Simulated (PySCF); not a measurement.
**Computed spin Hamiltonian**

C7H7O (doublet state).
Structure used (GFN2-xTB), in Å, numbered top down from 1:
```xyz
15
C7H7O angstrom
C      2.5827   -0.6787    0.3985
C      1.6621   -0.4367   -0.5280
C      0.2892   -0.0757   -0.2448
C     -0.6629    0.1730   -1.1622
C     -1.9777    0.5193   -0.5316
C     -1.6737    0.4422    0.9074
C     -0.3030    0.0824    1.1170
O      0.2515   -0.0618    2.2046
H      2.3488   -0.6173    1.4467
H      3.5924   -0.9442    0.1344
H      1.9071   -0.5010   -1.5824
H     -0.5373    0.1383   -2.2306
H     -2.7741   -0.1764   -0.8221
H     -2.3294    1.5158   -0.8248
H     -2.3801    0.6289    1.6961
```

The hyperfine couplings belong to this conformer and change with its torsions.

The species is `C=CC1=CC[CH]C1=O` [radical].

Level of theory: UKS B3LYP, pcH-1 on C H O, non-relativistic, mean-field spin-orbit, GIAO in PySCF. One conformer (not necessarily the lowest) at the GFN2-xTB geometry, without solvent, vibrations or thermal averaging. Couplings are sensitive to structure, and on GFN2-xTB geometries they can be far from those on DFT ones. The SCF solution wasn't tested for stability.

| Quantity | Value |
| --- | --- |
| g1, g2, g3 | 2.00212, 2.00397, 2.00771 |
| g_iso | 2.00460 |
| Form of g | rhombic: the two nearest values differ by 33 % of g3 − g1 |
| ⟨S²⟩ | 0.7624 (exact 0.7500) |
| α and β electrons | 29, 28 |
| HOMO–LUMO gap, α and β orbitals | 5.10, 3.16 eV |
| Total energy | -346.12388 Eh |

Hyperfine couplings atom by atom, in MHz; T1 to T3 are the principal values of the dipolar part; ρ(0) is the spin density at the nucleus:

| atom | isotope | a_iso | T1 | T2 | T3 | Mulliken spin population | ρ(0) (bohr⁻³) |
| --- | --- | --- | --- | --- | --- | --- | --- |
| C1 | 13C | -0.9 | -1.3 | 0.3 | 1.0 | -0.01 | -0.0008 |
| C2 | 13C | 0.3 | -0.4 | 0.1 | 0.3 | 0.00 | 0.0003 |
| C3 | 13C | -5.6 | -3.2 | 0.6 | 2.5 | -0.03 | -0.0050 |
| C4 | 13C | 6.3 | -6.4 | -3.8 | 10.1 | 0.07 | 0.0056 |
| C5 | 13C | -24.7 | -1.9 | 0.5 | 1.4 | -0.06 | -0.0219 |
| C6 | 13C | 67.0 | -65.3 | -64.7 | 130.0 | 0.83 | 0.0596 |
| C7 | 13C | -37.1 | -11.4 | 2.2 | 9.2 | -0.10 | -0.0330 |
| O8 | 17O | -19.2 | -87.3 | 43.3 | 43.9 | 0.28 | 0.0317 |
| H9 | 1H | 0.6 | -2.0 | -2.0 | 4.0 | 0.00 | 0.0001 |
| H10 | 1H | 0.4 | -0.6 | -0.2 | 0.8 | 0.00 | 0.0001 |
| H11 | 1H | -0.5 | -0.9 | -0.7 | 1.6 | 0.00 | -0.0001 |
| H12 | 1H | -5.8 | -4.0 | -1.3 | 5.3 | 0.00 | -0.0013 |
| H13 | 1H | 57.1 | -4.7 | -2.6 | 7.4 | 0.02 | 0.0128 |
| H14 | 1H | 57.2 | -4.7 | -2.6 | 7.4 | 0.02 | 0.0128 |
| H15 | 1H | -52.1 | -29.8 | -1.9 | 31.7 | -0.03 | -0.0117 |

Largest spin populations (Mulliken): C6 (+0.83), O8 (+0.28), C7 (-0.10) and C4 (+0.07). The positive populations add up to 1.24 and the negative ones to -0.24, together 2S = 1. The angles at C6 add up to 360.0°, so it is planar; its axial dipolar tensor and the negative coupling of its proton fit spin in a p orbital normal to that plane.

Axes: g2 points within 9° of the C6–H15 bond and g3 points within 11° of the C7–O8 bond.

Under fast tumbling the dipolar parts average out, and these isotropic splittings remain: 2 × 1H (H13/H14, I = 1/2, 3 lines) with 2.04 mT, 1 × 1H (H15, I = 1/2, 2 lines) with 1.86 mT and 1 × 1H (H12, I = 1/2, 2 lines) with 0.21 mT.

Class means assume fast exchange of nuclei equivalent by connectivity; if that motion is slow, each nucleus keeps its own coupling.

The 13C coupling of C6 (67.0 MHz) shows only in satellite lines or after enrichment, since that isotope makes up about 1.07 % of natural carbon.

The 17O coupling of O8 (-19.2 MHz) shows only in satellite lines or after enrichment, since that isotope makes up about 0.038 % of natural oxygen.

β density exceeds α density at some nuclei, such as C7 (-0.0330), C5 (-0.0219) and H15 (-0.0117), spin density in bohr⁻³. In a single determinant that takes different orbitals for the two spins, that is spin polarisation.
